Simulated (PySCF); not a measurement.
Al(H)(Cl)(OEt) (C2H6AlClO), SMILES CC[O][AlH][Cl].

Geometry: ωB97X-D3(BJ)/def2-SVP. The structure was generated by enumeration; whether it is a known compound was not checked. The values are those of a single conformer.

Two levels are set side by side: TDA-PBE/def2-SVPD (PySCF) and TDA-ωB97X/def2-SVPD (PySCF). Vertical, same geometry. The lowest singlet is HOMO→LUMO 85 %, HOMO−1→LUMO 15 % with PBE and HOMO→LUMO 76 %, HOMO−1→LUMO 16 % with the other functional; states are paired by order. Differences are taken from unrounded values.

| quantity | TDA-PBE |
|---|---|
| lowest singlet excitation (eV) | 5.34 |
| lowest triplet excitation (TDA) (eV) | 5.08 |
| first bright state (f over 0.05) (eV) | 6.12 |
| its oscillator strength | 0.08 |

### Question
These are the TDA-PBE values. What does TDA-ωB97X give? (The exact figures need the calculation; the answer reports its results.)

### Answer

```csv
quantity,TDA-ωB97X,TDA-PBE minus TDA-ωB97X
lowest singlet excitation (eV),6.92,-1.58
lowest triplet excitation (TDA) (eV),6.66,-1.58
first bright state (f over 0.05) (eV),7.67,-1.55
its oscillator strength,0.09,-0.01
```

Functionals without exact exchange tend to place singlet excitations lower, as here. Differences between two approximate levels are no errors against the true value.

Rough cost on one machine, each run with all the roots and properties that it gave: TDA-ωB97X against TDA-PBE about 4 times.
